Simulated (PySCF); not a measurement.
# State search for ZnN

Unrestricted PBE0; Zn def2-SVPD, N def2-SVPD; no relativity (PySCF 2.14). Outer shells of the fragments: Zn 3d10 4s2; N 2s2 2p3.

Followed along the bond (rough minima from three points):

```csv
2Ms+1,unpaired,⟨S²⟩ at the start,R at minimum (Å),Te (eV)
4,"σ ↑, π ↑↑",3.76,2.02,0.00
2,"σ ↓, π ↑↑",1.76,1.96,0.39
2,"σ ↑, π ↑↓",1.76,1.98,0.79
2,π ↑,1.14,1.82,0.83
```

Solutions found at the starting distance of 1.845 Å, counted from the lowest of them; the search is not exhaustive and high or unbound solutions are not listed, so other states can lie among these:

```csv
2Ms+1,unpaired,term,E (eV),⟨S²⟩,⟨Lz²⟩,μ (D)
4,"σ ↑, π ↑↑",⁴Σ⁻,0.00,3.76,0.00,-1.30
2,"σ ↓, π ↑↑",mixed,0.32,1.76,0.00,-1.62
2,π ↑,mixed,0.70,1.14,1.01,-3.75
2,"σ ↑, π ↑↓",mixed,0.73,1.76,2.01,-1.48
4,"σ ↑↑, π ↑",⁴Π,1.82,3.76,1.02,-2.01
2,σ ↑,mixed,2.40,0.75,2.00,-1.47
4,π ↑↑↑,⁴Π,3.69,3.76,1.00,-2.36
2,π ↑,²Π,4.98,0.75,1.01,3.51
```

A term symbol is given only where ⟨S²⟩ and ⟨Lz²⟩ are close to those of a pure state; real π, δ and φ orbitals otherwise mix terms. A positive dipole means Zn(−)N(+).

Problem. Compare the gap between the two lowest followed solutions at the starting distance with the gap between their minima.

Solution. At PBE0 the second solution (Ms = 0.5 of mixed spin, unpaired electrons σ ↓, π ↑↑) lies +0.32 eV from the first (quartet, unpaired electrons σ ↑, π ↑↑) at 1.845 Å and +0.39 eV at the minima; the two curves relax by different amounts, since their minima lie near 1.96 and 2.02 Å.
